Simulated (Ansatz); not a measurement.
Consider the ligand exchange at the Si–C bond: `F[SiH2]CS` + `[AlH2][SH]` → `F[SiH2][S][AlH2]` + CH₃SH.

Isolated molecules relaxed with PBE0-D4/def2-TZVP in Ansatz; ΔE leaves out vibrations. CBS: MP2 limit from def2 TZ/QZ plus the TZ coupled-cluster correction, frozen cores. This one scheme is used for every species. DFT in def2-TZVPP. B3LYP here is the variant with VWN-RPA as its local correlation; programs differ in this. HSE06 is defined as in plane-wave codes. One conformer a species, not always the lowest.

```
             level  ΔE (kcal/mol)  difference from CCSD(T)/CBS
       LDA (SPW92)          -15.2                          1.4
            PBE-D4          -16.6                          0.0
           BLYP-D4          -15.9                          0.7
         r2SCAN-D4          -17.0                         -0.4
            B97M-V          -17.0                         -0.4
          B3LYP-D4          -16.3                          0.3
        r2SCANh-D4          -17.1                         -0.5
          HSE06-D4          -17.0                         -0.4
          BHLYP-D4          -16.9                         -0.3
      CAM-B3LYP-D4          -15.8                          0.8
           ωB97X-V          -16.4                          0.2
           ωB97M-V          -16.2                          0.4
            B2PLYP          -16.5                          0.1
          PBE-QIDH          -17.2                         -0.6
               PBE          -16.6                          0.0
            revPBE          -16.9                         -0.3
              BLYP          -15.9                          0.7
            r2SCAN          -17.0                         -0.4
              PBE0          -16.9                         -0.3
             B3LYP          -16.2                          0.4
           r2SCANh          -17.1                         -0.5
           r2SCAN0          -17.2                         -0.6
             HSE06          -17.0                         -0.4
             BHLYP          -16.5                          0.1
         CAM-B3LYP          -15.7                          0.9
           LC-ωPBE          -16.6                          0.0
RPA@PBE/def2-TZVPP          -15.0                          1.6
       HF/def2-SVP          -16.2                          0.4
      MP2/def2-SVP          -15.4                          1.2
     CCSD/def2-SVP          -14.7                          1.9
  CCSD(T)/def2-SVP          -14.6                          2.0
     HF/def2-TZVPP          -17.1                         -0.5
    MP2/def2-TZVPP          -16.9                         -0.3
SCS-MP2/def2-TZVPP          -16.6                          0.0
CCSD(T)/def2-TZVPP          -15.9                          0.7
    MP2/def2-QZVPP          -17.3                         -0.7
SCS-MP2/def2-QZVPP          -17.0                         -0.4
      HF/CBS(def2)          -17.2                         -0.6
     MP2/CBS(def2)          -17.6                         -1.0
    CCSD/CBS(def2)          -16.5                          0.1
       CCSD(T)/CBS          -16.6                            0
```

Largest T1 diagnostic among the species: 0.012.

Leaving LDA and LC-ωPBE aside and taking each functional with its dispersion term where it has one, the values spread over 1.4 kcal/mol, from PBE-QIDH to CAM-B3LYP-D4. LDA lies +1.4 kcal/mol from PBE without D4. At CCSD(T), def2-SVP lies +2.0 kcal/mol from the extrapolated value and def2-TZVPP +0.7 kcal/mol.
